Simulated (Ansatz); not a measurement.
Consider the formal exchange of groups at a Te–Si bond: `C[SiH2][TeH]` + propane → `CC(C)[TeH]` + `C[SiH3]`.

Program: Ansatz. Geometries: PBE0-D4/def2-TZVP. ΔE: electronic, gas phase. CCSD(T)/CBS is the MP2 limit (def2-TZVPP, def2-QZVPP) plus CCSD(T) − MP2 in def2-TZVPP, frozen cores. This one scheme is used for every species. Functionals use def2-TZVPP. HSE06 is defined as in plane-wave codes. def2 core potentials past Kr. For Te outer-core shells are correlated without core-valence functions, which leaves a few kJ/mol of doubt a bond.

```
       species  HSE06 energy (Eh)
`C[SiH2][TeH]`         -599.10591
         `CCC`         -119.02290
  `CC(C)[TeH]`         -387.04737
     `C[SiH3]`         -331.04165
```

Problem. Work out ΔE.

Solution. ΔE = (-387.04737) + (-331.04165) − (-599.10591) − (-119.02290) = 0.03979 Eh = +25.0 kcal/mol. CCSD(T)/CBS gives +21.9 kcal/mol.

Largest T1 diagnostic among the species: 0.010.

From PBE to PBE0 (25 % exact exchange), in def2-TZVPP and without D4, ΔE moves by +1.0 kcal/mol. In def2-TZVPP, CCSD(T) changes the Hartree–Fock value by −4.2 kcal/mol (the triples alone add −0.7 kcal/mol) and MP2 by −4.1 kcal/mol. Leaving LDA and LC-ωPBE aside and taking each functional with its dispersion term where it has one, the values, not all of them listed here, spread over 3.6 kcal/mol, from BLYP-D4 to r2SCAN0-D4. LDA lies −1.1 kcal/mol from PBE without D4.
